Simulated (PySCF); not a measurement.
C5H5Cl, SMILES Cl/C=C/CC#C. The structure is a stationary point at PBE-D3(BJ)/def2-SVP. The structure was generated by enumeration; whether it is a known compound was not checked. One conformer was computed; it need not be the lowest.

Q: Give the equilibrium geometry at PBE-D3(BJ)/def2-SVP (PySCF confirms it by a frequency run) as bond lengths and angles. (The exact figures need the calculation; the answer reports its results.)

A: One answer among several that fit: 
Atoms: C1 C2 C3 C4 C5 Cl6 H7 H8 H9 H10 H11. Bonds (Å): C1–C2 1.222, C1–H7 1.081, C2–C3 1.464, C3–C4 1.512, C3–H8 1.112, C3–H9 1.115, C4–C5 1.343, C4–H10 1.102, C5–Cl6 1.736, C5–H11 1.102. Bond angles (°): C2–C1–H7 179.7, C1–C2–C3 178.8, C2–C3–C4 113.0, C2–C3–H8 109.8, C2–C3–H9 108.6, C4–C3–H8 110.0, C4–C3–H9 109.3, H8–C3–H9 105.9, C3–C4–C5 122.6, C3–C4–H10 117.4, C5–C4–H10 119.9, C4–C5–Cl6 123.6, C4–C5–H11 123.1, Cl6–C5–H11 113.3.
Charge 0, spin multiplicity 1.
